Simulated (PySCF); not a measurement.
## Splitting trees

Molfile (atoms numbered from 1):
```
C5H7N3
     RDKit          3D

 15 15  0  0  0  0  0  0  0  0999 V2000
   -2.2885   -1.0668    0.0476 C   0  0  0  0  0  0  0  0  0  0  0  0
   -0.9657   -0.8674    0.1036 C   0  0  0  0  0  0  0  0  0  0  0  0
   -0.3165    0.4292    0.1480 C   0  0  0  0  0  0  0  0  0  0  0  0
   -0.7841    1.7365    0.1588 C   0  0  0  0  0  0  0  0  0  0  0  0
    0.2707    2.5753    0.2053 N   0  0  0  0  0  0  0  0  0  0  0  0
    1.3628    1.8846    0.2254 N   0  0  0  0  0  0  0  0  0  0  0  0
    1.0349    0.5941    0.1933 N   0  0  0  0  0  0  0  0  0  0  0  0
    2.0698   -0.4059    0.2053 C   0  0  0  0  0  0  0  0  0  0  0  0
   -2.6996   -2.0776    0.0172 H   0  0  0  0  0  0  0  0  0  0  0  0
   -2.9996   -0.2364    0.0306 H   0  0  0  0  0  0  0  0  0  0  0  0
   -0.3039   -1.7395    0.1175 H   0  0  0  0  0  0  0  0  0  0  0  0
   -1.8088    2.1008    0.1357 H   0  0  0  0  0  0  0  0  0  0  0  0
    3.0260    0.1278    0.2478 H   0  0  0  0  0  0  0  0  0  0  0  0
    1.9778   -1.0576    1.0863 H   0  0  0  0  0  0  0  0  0  0  0  0
    2.0359   -1.0189   -0.7071 H   0  0  0  0  0  0  0  0  0  0  0  0
  1  2  2  0
  2  3  1  0
  3  4  2  0
  4  5  1  0
  5  6  2  0
  6  7  1  0
  7  8  1  0
  7  3  1  0
  1  9  1  0
  1 10  1  0
  2 11  1  0
  4 12  1  0
  8 13  1  0
  8 14  1  0
  8 15  1  0
M  END
```

- structure optimised with PBE0-D3(BJ)/def2-SVP
- B3LYP/pcJ-1 coupling constants (spin–dipole term only in couplings to heteroatoms)
- NMR shieldings at HF/pcSseg-1/GIAO
- program: PySCF 2.14.0 with density-fitted response routines
- no relativistic terms, one computed conformer, in vacuum, equivalent nuclei averaged

Chemical shifts δ = σref − σ; $^{13}$C, $^{1}$H vs TMS, all at this level.

Spectrometer: 500 MHz for $^{1}$H. First-order analysis; couplings under 1 Hz (under 4 Hz in carbon signals) are ignored, and nearly equal couplings are merged; the smaller ones broaden or split the lines further.

Problem. What pattern does C3 show in the proton-coupled $^{13}$C spectrum?

Solution. A doublet of doublets of doublets at δ 142.5: 15.9 Hz to H12 (1 × $^{1}$H, 2 bonds away), 14.8 Hz to H9 (1 × $^{1}$H, 3 bonds away), 7.8 Hz to H10 (1 × $^{1}$H, 3 bonds away). Lines in Hz from the centre (relative intensity): +19.2 (1), +11.4 (1), +4.5 (1), +3.4 (1), -3.4 (1), -4.5 (1), -11.4 (1), -19.2 (1). The outer lines are 38.5 Hz apart, the sum of the couplings kept, or 0.306 ppm at this field.

Problem. What pattern does H10 show ($^{1}$H)?

Solution. A doublet at δ 6.30: 19.0 Hz to H11 (1 × $^{1}$H, 3 bonds away). Lines in Hz from the centre (relative intensity): +9.5 (1), -9.5 (1). The outer lines are 19.0 Hz apart, the sum of the couplings kept, or 0.038 ppm at this field.

Problem. What pattern does H11 show ($^{1}$H)?

Solution. A doublet of doublets at δ 6.58: 19.0 Hz to H10 (1 × $^{1}$H, 3 bonds away), 12.9 Hz to H9 (1 × $^{1}$H, 3 bonds away). Lines in Hz from the centre (relative intensity): +15.9 (1), +3.0 (1), -3.0 (1), -15.9 (1). The outer lines are 31.9 Hz apart, the sum of the couplings kept, or 0.064 ppm at this field.

Problem. What pattern does C8 show in the proton-coupled $^{13}$C spectrum?

Solution. A quartet at δ 32.6: 146.0 Hz to H13/H14/H15 (3 × $^{1}$H, 1 bond away). Lines in Hz from the centre (relative intensity): +219.0 (1), +73.0 (3), -73.0 (3), -219.0 (1). The outer lines are 438.0 Hz apart, the sum of the couplings kept, or 3.484 ppm at this field.

Unscaled 3J(H,H) at this level run about 10 % above measured values.
